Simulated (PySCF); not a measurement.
```xyz
4
charge 1 multiplicity 4, angstrom
S     0.0000    0.0000    0.0000
Be   -0.0011    0.0000    2.0213
Be    1.7510    0.0000   -1.0097
Be   -1.7500    0.0000   -1.0116
```

Method: UPBE0 in PySCF with S def2-TZVP, Be def2-TZVP; no relativity; density-fitted integrals.

This geometry of Be₃S⁺ is a stationary point at this level.

Question: What is the point group?

Answer: D3h.

Question: Is it a minimum?

Answer: No: it has 1 imaginary mode, at 85i cm⁻¹ (a2'').

Question: List the harmonic modes with their infrared intensities.

Answer: 
```json
{"symmetry": "a2''", "ω (cm⁻¹)": "85i", "IR (km/mol, summed over degenerate members)": "–", "type": "bend"}
{"symmetry": "e'", "ω (cm⁻¹)": "150", "IR (km/mol, summed over degenerate members)": "2.7", "type": "bend"}
{"symmetry": "a1'", "ω (cm⁻¹)": "567", "IR (km/mol, summed over degenerate members)": "0.0", "type": "stretch"}
{"symmetry": "e'", "ω (cm⁻¹)": "592", "IR (km/mol, summed over degenerate members)": "738", "type": "stretch"}
```

Question: Give the atomic charges and bond orders.

Answer: 
```csv
atom,Mulliken,Löwdin,polar tensor,spin (Mulliken),Mayer order to S1
S1,0.09,0.59,-0.82,0.07,–
"Be2,3,4",0.30,0.14,0.61,0.98,0.95
```

In D3h the vibrations span a2'' + 2e' + a1'. The a1' mode carries no infrared intensity, as symmetry demands.

Other isomers or separated fragments may lie lower. At this level a broken-symmetry Ms = 1/2 minimum of Cs symmetry lies 11 kJ/mol below this structure.
